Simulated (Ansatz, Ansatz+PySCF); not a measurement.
```xyz
2

B     0.0000    0.0000    0.0000
S     0.0000    0.0000    1.5286
```

Basis set: def2-SVP (spherical functions). Left uncorrelated: 6 orbitals. Correlation on ROHF uses semicanonical orbitals with singles. Charge 0, multiplicity 2.

Computed with Ansatz (development build ahead of 0.2.0); each method stands on the lowest determinant of its kind that the runs found.

The atomization energy at this shape (free ground-state atoms in the same class of orbitals less the molecule, no zero-point energy) of doublet BS:

```
      method  atomization energy
ROHF-CCSD(T)        512.9 kJ/mol
    ROHF-MP2        545.7 kJ/mol
         UHF        392.2 kJ/mol
```

Q: What does ROHF give?

A: 399.9 kJ/mol. Caution: the shape is not the minimum.
